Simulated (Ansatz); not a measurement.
`C[CH2][Mg][O][SiH3]`, charge 0, multiplicity 1.

(1) Give a relaxed structure at PBE0-D4/def2-TZVP (Ansatz). (Estimate.)

## Answers

(1) The calculation gave: 
```xyz
13

C    -0.129    0.207    2.805
C    -0.935    0.755    1.626
Mg   -0.287    0.200   -0.279
O     0.274   -0.279   -1.921
Si    0.801   -0.726   -3.375
H    -0.527    0.540    3.771
H     0.918    0.524    2.772
H    -0.125   -0.887    2.829
H    -1.985    0.452    1.721
H    -0.952    1.851    1.665
H    -0.029   -0.137   -4.467
H     0.764   -2.210   -3.541
H     2.211   -0.290   -3.606
```
Point group Cs.
This is one stationary point; other conformers may exist.
